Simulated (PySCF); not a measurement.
Input and output of an EPR job on `COCCC([O])=O` [radical].

Method: UKS B3LYP, pcH-1 on C H O, non-relativistic, mean-field spin-orbit, GIAO (PySCF).

Input of the driver that calls PySCF (job settings, then Cartesian coordinates in Å):

```
{"job": {"kind": "epr", "basis": "pcH-1"}, "charge": 0, "multiplicity": 2}
C      2.1209     0.6901    -0.0687
O      0.9690     0.2018     0.5740
C      0.1516    -0.5861    -0.2446
C     -1.1649    -0.8372     0.4087
C     -2.2415     0.5797     0.0983
O     -2.6343     0.9369     1.1601
O     -2.2772     0.7517    -1.0762
H      2.7630    -0.1294    -0.4132
H      2.6555     1.2811     0.6712
H      1.8608     1.3229    -0.9247
H      0.0185    -0.1238    -1.2358
H      0.6311    -1.5725    -0.4171
H     -1.7451    -1.6325    -0.0431
H     -1.1079    -0.8831     1.4891
```

The self-consistent field part of the output:

```
UKS, coarse grid
  cycle   1  E = -382.03080601  |g| = 8.05e-01
  cycle   2  E = -381.50981555  |g| = 1.46e+00
  cycle   3  E = -382.25104784  |g| = 1.68e-01
  cycle   4  E = -382.25336536  |g| = 1.61e-01
  cycle   5  E = -382.26223350  |g| = 4.66e-02
  cycle   6  E = -382.26317400  |g| = 8.02e-03
  cycle   7  E = -382.26321048  |g| = 5.08e-03
  cycle   8  E = -382.26322294  |g| = 1.78e-03
  cycle   9  E = -382.26322502  |g| = 8.83e-04
UKS, final grid
  cycle   1  E = -382.26320084  |g| = 1.56e-03
  cycle   2  E = -382.26319594  |g| = 4.01e-03
  cycle   3  E = -382.26320166  |g| = 6.67e-04
  cycle   4  E = -382.26320183  |g| = 1.28e-04
  cycle   5  E = -382.26320184  |g| = 7.31e-05
  cycle   6  E = -382.26320184  |g| = 2.86e-05
E = -382.26320184 Eh   <S^2> = 0.7550 (exact 0.7500)
```

Q: What follows in the output?

A: 
```
g shifts (ppm)      1          2          3
  rmc          -245       -245       -245
  gc             60         -1         39
  oz_so       -1498        -89       3083
  total       -1684       -336       2877
hyperfine (MHz)  atom isotope    a_iso     a_fc   dipolar eigenvalues
    0   13C      -0.50      -0.50     -0.27     -0.14      0.41
    1   17O       1.36       1.36     -1.43      0.05      1.37
    2   13C     -16.71     -16.71     -3.39     -2.96      6.35
    3   13C     131.14     131.14    -45.70    -45.66     91.36
    4   13C     -78.91     -78.91     -9.66      3.42      6.24
    5   17O     -26.04     -26.04    -97.62     47.05     50.56
    6   17O     -13.48     -13.48    -69.84     34.43     35.41
    7    1H      -0.23      -0.23     -0.97     -0.77      1.73
    8    1H      -0.15      -0.15     -0.75     -0.60      1.35
    9    1H      -0.19      -0.19     -1.02     -0.83      1.85
   10    1H      33.73      33.73     -4.82     -2.07      6.89
   11    1H     104.58     104.58     -4.63     -0.49      5.12
   12    1H      -8.73      -8.73    -20.60     -2.72     23.33
   13    1H     -17.29     -17.29    -21.34     -1.92     23.27
```

The program numbers atoms from 0. The g shifts stand along the tensor's principal axes 1 to 3: rmc is the relativistic mass correction, gc the gauge correction, oz_so the orbital-Zeeman/spin–orbit term. a_fc is the Fermi-contact part of a_iso, which also holds a spin–orbit part where one was computed. The run used 245 basis functions and 15 SCF iterations in all.

Time: 38 s of wall time. Hardware: one thread, Arm Neoverse V2 (shared host).

Q: Where does the spin sit (Mulliken spin populations, atoms from 0)?

A: 3 C +0.51, 5 O +0.28, 6 O +0.19, 11 H +0.04, 2 C -0.02, 10 H +0.01, 4 C -0.01, 12 H -0.01. Over all atoms they add up to 1.

Isolated species at its GFN2-xTB geometry (one conformer only).
Labels such as C1 count atoms from 1, the log's own numbers from 0.
